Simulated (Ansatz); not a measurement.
Reaction (redistribution): `[BH2][GaH][F]` + `O[SiH]1C=C1` → `[BH2][GaH][OH]` + `F[SiH]1C=C1`

Calculated with Ansatz (gas phase, PBE0-D4/def2-TZVP geometries, no zero-point term in ΔE). CBS: MP2 limit from def2 TZ/QZ plus the TZ coupled-cluster correction, frozen cores. Functionals use def2-TZVPP. HSE06 is defined as in plane-wave codes. For Ga outer-core shells are correlated without core-valence functions, which leaves a few kJ/mol of doubt a bond. Scalar relativity is left out up to krypton. One conformer a species, not always the lowest.

**Question.** Is it downhill or uphill in electronic energy at CCSD(T)/CBS, and by how much? (Estimate.)

**Answer.** Ansatz gave: Downhill: ΔE = -0.07 eV.

**Question.** What do these levels give: r2SCAN-D4, PBE0-D4, HSE06-D4, ωB97M-V, r2SCANh, CCSD(T)/def2-SVP? (Best estimate.)

**Answer.** The calculation gave: r2SCAN-D4 -0.03, PBE0-D4 -0.01, HSE06-D4 -0.01, ωB97M-V -0.01, r2SCANh -0.02, CCSD(T)/def2-SVP 0.02 eV.

Largest T1 diagnostic among the species: 0.015.

From BLYP to BHLYP (50 % exact exchange), in def2-TZVPP and without D4, ΔE moves by +0.04 eV. In def2-TZVPP, CCSD(T) changes the Hartree–Fock value by −0.10 eV (the triples alone add −0.01 eV) and MP2 by −0.09 eV. Leaving LDA and LC-ωPBE aside and taking each functional with its dispersion term where it has one, the values, not all of them listed here, spread over 0.04 eV, from PBE-D4 to BHLYP-D4.
